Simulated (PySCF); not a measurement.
## Electronic structure of N (nitrogen, neutral) at the UHF level

Configuration: [He] 2s1 2p4, high-spin 4P determinant (an excited configuration). Calculation: PySCF 2.14, in ANO-RCC-VTZP; the spin-free X2C one-electron Hamiltonian (Gaussian nucleus).

* Total energy: -54.031348 hartree
* One-electron energy: -73.3760 hartree
* Hartree (Coulomb) energy: 25.9306 hartree
* Exchange energy: -6.5860 hartree
* ⟨S²⟩: 3.7839
* ⟨L²⟩: 2.007
* Sum of ⟨r⟩: 7.522 bohr
* Sum of ⟨r²⟩: 12.95 bohr²
* Traceless quadrupole moment −½Σ⟨3z² − r²⟩ along its main axis: -1.43 e·bohr²
* Langevin diamagnetic susceptibility: -10.3 ×10⁻⁶ cm³/mol

```json
{"shell": "1s α", "electrons": "1", "mean orbital energy (hartree)": "-15.73762", "spread (hartree)": "0", "rms radius, mean of both spins (bohr)": "0.265"}
{"shell": "1s β", "electrons": "1", "mean orbital energy (hartree)": "-15.60210", "spread (hartree)": "0", "rms radius, mean of both spins (bohr)": "0.265"}
{"shell": "2s α", "electrons": "1", "mean orbital energy (hartree)": "-1.20995", "spread (hartree)": "0", "rms radius, mean of both spins (bohr)": "1.40"}
{"shell": "2p α", "electrons": "3", "mean orbital energy (hartree)": "-0.61093", "spread (hartree)": "0.07360", "rms radius, mean of both spins (bohr)": "1.65"}
{"shell": "2p β", "electrons": "1", "mean orbital energy (hartree)": "-0.30421", "spread (hartree)": "0", "rms radius, mean of both spins (bohr)": "1.65"}
```

Spin-orbit constants ζ (cm⁻¹) from the X2C one-electron operator on these orbitals: bare nucleus, nucleus screened by l(l+1)(2l+1)/3 electrons, and screened by the Breit-Pauli mean field of the electrons.

| shell | bare | screened nucleus | mean field |
| --- | --- | --- | --- |
| 2p | 133.2 | 95.12 | 79.99 |

To first order the Landé constant is A = -26.66 cm⁻¹, so the lowest level has J = 5/2 and lies 0.00496 eV below the centre of the term. This holds in LS coupling only.
